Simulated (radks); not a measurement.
Problem. Species: La0.5+. Configuration: [Xe] 5d(3/2: 0.5, 5/2: 0) 6s2 (fractional occupations, a model configuration). Calculated with a radial shooting solver on a logarithmic mesh with Libxc functionals: Dirac Kohn-Sham, PBE, spin-unpolarised, spherical densities, finite nucleus; Fermi nuclear charge, rms radius 4.855 fm. Some entries of the table are withheld. Estimate them.

| orbital | occ. | eigenvalue (hartree) | <r> (bohr) | <1/r> (bohr^-1) |
|---|---|---|---|---|
| 1s1/2 | 2 | -1422.909 | 0.02507 | 62.01 |
| 2s1/2 | 2 | -226.5449 | 0.1070 | 14.59 |
| 2p1/2 | 2 | (1) | 0.08991 | 14.57 |
| 2p3/2 | 4 | (2) | 0.09601 | 13.25 |
| 3s1/2 | 2 | -48.56710 | 0.2848 | 5.254 |
| 3p1/2 | 2 | -43.13789 | (3) | 5.166 |
| 3p3/2 | 4 | -40.17892 | (4) | 4.837 |
| 3d3/2 | 4 | -30.66764 | 0.2577 | 4.700 |
| 3d5/2 | 6 | -30.03462 | 0.2615 | 4.616 |
| 4s1/2 | 2 | -9.92008 | 0.6542 | 2.171 |
| 4p1/2 | 2 | -7.92210 | 0.6746 | (5) |
| 4p3/2 | 4 | -7.29269 | 0.7016 | (6) |
| 4d3/2 | 4 | -4.01711 | 0.7621 | 1.741 |
| 4d5/2 | 6 | -3.90784 | 0.7717 | 1.715 |
| 5s1/2 | 2 | -1.56624 | 1.554 | 0.8549 |
| 5p1/2 | 2 | -1.02223 | 1.741 | 0.7558 |
| 5p3/2 | 4 | -0.92903 | 1.820 | 0.7184 |
| 5d3/2 | 0.5 | -0.23627 | 2.774 | 0.4709 |
| 6s1/2 | 2 | -0.23213 | 4.146 | 0.3040 |
| 5d5/2 | 0 | -0.22847 | 2.826 | 0.4620 |

Solution. 
(1) 2p1/2 eigenvalue (hartree): -213.6706
(2) 2p3/2 eigenvalue (hartree): -198.4888
(3) 3p1/2 <r> (bohr): 0.2747
(4) 3p3/2 <r> (bohr): 0.2867
(5) 4p1/2 <1/r> (bohr^-1): 2.067
(6) 4p3/2 <1/r> (bohr^-1): 1.960
